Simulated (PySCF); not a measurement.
## Correlation energy of Ag (silver, neutral)

[Kr] 4d10 5s1, 2S determinant. All numbers are calculated (PySCF 2.14, scalar relativity through the core potential, in def2-QZVPPD with the def2 core potential (28 electrons)). Frozen: nothing; 19 electrons correlated.

MP2 pair energies summed by pair of shells (mhartree):

| pair | energy | share (%) |
| --- | --- | --- |
| 4d-4d | -381.44 | 51.8 |
| 4p-4d | -189.45 | 25.7 |
| 4p-4p | -53.28 | 7.2 |
| 4d-5s | -39.34 | 5.3 |
| 4s-4d | -37.03 | 5.0 |
| 4s-4p | -26.86 | 3.7 |
| 4s-4s | -4.70 | 0.6 |
| 4p-5s | -3.47 | 0.5 |
| 4s-5s | -0.33 | 0.0 |

Total MP2 correlation energy: -735.89 mhartree.

Same-spin part -239.29 and opposite-spin part -496.59 mhartree; SCS-MP2 scales them by 1/3 and 6/5 to -675.68 mhartree.

The basis has no tight functions for the innermost shells, so their pair energies are far from complete.

This basis was not built for core-valence correlation, so the inner-shell part is incomplete.
